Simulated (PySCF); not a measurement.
## One reaction down a group: Mg, Sr, Ba

The same gas-phase reaction for Mg, Sr, Ba:
- Mg + 2 Cl → MgCl2
- Sr + 2 Cl → SrCl2
- Ba + 2 Cl → BaCl2

Computed with PySCF and rigid-rotor harmonic-oscillator thermochemistry at 1 bar. S°(298 K) at PBE0/def2-TZVP differs from the NASA 1993 table for BaCl2 (-5 J/mol/K); whether the harmonic model or the table's entry is off was not settled. † marks an energy on the PBE0/def2-TZVP geometry and frequencies; other levels use their own. MP2 and CCSD(T) freeze the core. Open shells (unrestricted): Cl (multiplicity 2, electronic degeneracy 6); the rest are closed-shell singlets. Spin-orbit splitting is ignored; it lowers the true energy and changes the entropy of Cl. For Mg the outer core is correlated in a valence basis, which is rough. Ba, Sr: scalar-relativistic def2 core potential, no spin-orbit coupling. MP2 isn't extrapolated to the basis-set limit. CCSD(T) isn't extrapolated to the basis-set limit. The harmonic model lacks anharmonicity and excited electronic states, which grow with temperature; levels with a mode under 35 cm⁻¹ are left out. Soft modes under 120 cm⁻¹ make the harmonic entropy rough for MgCl2, SrCl2, BaCl2.

ΔH°(298 K) in kJ, by level:

```
level                   Mg      Sr      Ba
------------------  ------  ------  ------
ωB97M-V/def2-TZVP†  -775.0  -876.7  -918.3
MP2/def2-SVP†       -767.4  -826.0  -837.5
PBE/def2-SVP        -787.0  -904.7  -932.0
MP2/def2-TZVPP†     -794.9  -863.7  -920.7
CCSD(T)/def2-SVP†   -722.4  -790.9  -803.4
```

At ωB97M-V/def2-TZVP†, ΔH° falls from Mg to Ba, over a range of 143.3 kJ; the steps are -101.7, -41.6 kJ. 5 of the 5 levels shown give the same order. The levels scatter most for Ba (128.6 kJ between the highest and the lowest) and least for Mg (72.5 kJ). ΔS°(298 K) runs from -213.1 to -186.4 J/K, so TΔS° at 298 K spreads over 8.0 kJ among the members, against 143.3 kJ for ΔH°.

Free energies at ωB97M-V/def2-TZVP†:

| member | ΔS°(298 K), J/K | ΔG°(298 K), kJ | ΔG°(2000 K), kJ | ΔG° changes sign |
|---|---|---|---|---|
| Mg | -213.1 | -711 | -344 | none from 298 to 2500 K |
| Sr | -187.7 | -821 | -491 | none from 298 to 2500 K |
| Ba | -186.4 | -863 | -535 | none from 298 to 2500 K |

The NASA 1993 table, where it holds all species, gives ΔH°(298 K) = -782 kJ for Mg, -880 kJ for Sr, -920 kJ for Ba; its entries are part measured, part old estimates, and weren't checked at source.
